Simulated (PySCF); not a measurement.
Al(H)(Me)(SMe) (C2H7AlS), SMILES C[S][AlH][CH3]. Atoms are numbered in the order given.

```xyz
11

Al    -0.5678     0.5801     0.6267
H     -2.0566     0.0282     0.8501
C      0.1671     2.2042     1.4412
H      0.1231     2.1444     2.5498
H     -0.4275     3.0960     1.1482
H      1.2213     2.3874     1.1511
S      0.7203    -0.6013    -0.7017
C     -0.3743    -1.9929    -1.2144
H     -1.3789    -1.9200    -0.7546
H      0.0958    -2.9471    -0.9092
H     -0.4777    -1.9781    -2.3160
```

The structure is a stationary point at PBE-D3(BJ)/def2-SVP. The structure was generated by enumeration; whether it is a known compound was not checked. The values are those of a single conformer.

These are PySCF with PBE/pcSseg-1 values and carry that method's errors.

GIAO shieldings, no solvent; atoms alike by connectivity are averaged. δ = σ(ref) − σ: ¹H against TMS (σ = 31.49 ppm); ¹³C against TMS (σ = 182.0 ppm); ³³S against H2S (σ = 706.5 ppm), references at their B3LYP-D3(BJ)/def2-TZVP geometries, non-relativistic.

Computed chemical shifts:
```csv
nucleus,atoms,count,δ (ppm)
¹H,H2,1,5.86
¹H,"H9, H10, H11",3,2.89
¹H,"H4, H5, H6",3,0.44
¹³C,C8,1,21.7
¹³C,C3,1,-4.3
³³S,S7,1,191.6
```
